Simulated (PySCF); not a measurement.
HS (SMILES [SH-]), charge -1, singlet, geometry from GFN2-xTB. Base run: WB97X/6-31G*, TDDFT (PySCF).

PySCF was given this input:
```python
from pyscf import gto, scf, dft, tdscf

mol = gto.M(
    atom='''
S    -0.000000   -0.000000   -0.078636
H     0.000000    0.000000    1.258176
''',
    basis='6-31g*',
    charge=-1,
    spin=0,
    verbose=4,
)

mf = dft.RKS(mol)
mf.xc = 'wb97x'
mf.kernel()
td = mf.TDDFT()
td.nstates = 5
td.kernel()
td.analyze()
```

Variants of this job, named by their change:

```
change                                      first excitation (eV)  oscillator strength of the first  second (eV)
------------------------------------------  ---------------------  --------------------------------  -----------
base                                                         6.24                             0.003         6.24
states = triplets; response = Tamm-Dancoff                   5.51                                 -         5.51
nstates = 2                                                  6.24                             0.003         6.24
response = Tamm-Dancoff                                      6.30                             0.005         6.30
functional = lc_wpbe                                         6.38                             0.003         6.38
basis = cc-pVDZ                                              5.46                             0.004         5.46
basis = def2-SVP                                             5.48                             0.001         5.48
functional = camb3lyp                                        6.12                             0.002         6.12
functional = hf                                              6.54                             0.003         6.54
functional = blyp                                            5.88                             0.002         5.88
guess vectors = 13 for 5 states                              6.24                             0.003         6.24
```

An iterative solver can miss low states, so a row lists the states that it found.
